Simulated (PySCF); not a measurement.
SMILES [SiH3]/C=C\c1cccs1 (GFN2-xTB optimised geometry):

```
16

Si    -2.559    -0.406    -0.022
C     -1.286    -1.789    -0.008
C      0.050    -1.707     0.000
C      0.876    -0.535     0.000
C      2.251    -0.535     0.000
C      2.814     0.752     0.000
C      1.869     1.730     0.001
S      0.272     1.094     0.001
H     -2.420     0.420    -1.224
H     -2.446     0.422     1.181
H     -3.872    -1.058    -0.036
H     -1.695    -2.793    -0.006
H      0.636    -2.622     0.006
H      2.834    -1.440     0.000
H      3.872     0.944     0.000
H      2.010     2.793     0.001
```

Method: CAM-B3LYP/def2-TZVP in PySCF.

Q: What are the frontier orbital energies and the dipole moment?

A: HOMO-2 -10.07 eV, HOMO-1 -8.63 eV, HOMO -7.53 eV, LUMO -0.42 eV, LUMO+1 1.32 eV; dipole moment 1.43 D.

Meta-Löwdin charges at CAM-B3LYP/def2-TZVP: Si1 0.50, C2 -0.38, C3 -0.08, C4 -0.12, C5 -0.15, C6 -0.15, C7 -0.26, S8 0.29, H9 -0.10, H10 -0.10, H11 -0.11, H12 0.13, H13 0.12, H14 0.13, H15 0.13, H16 0.14.
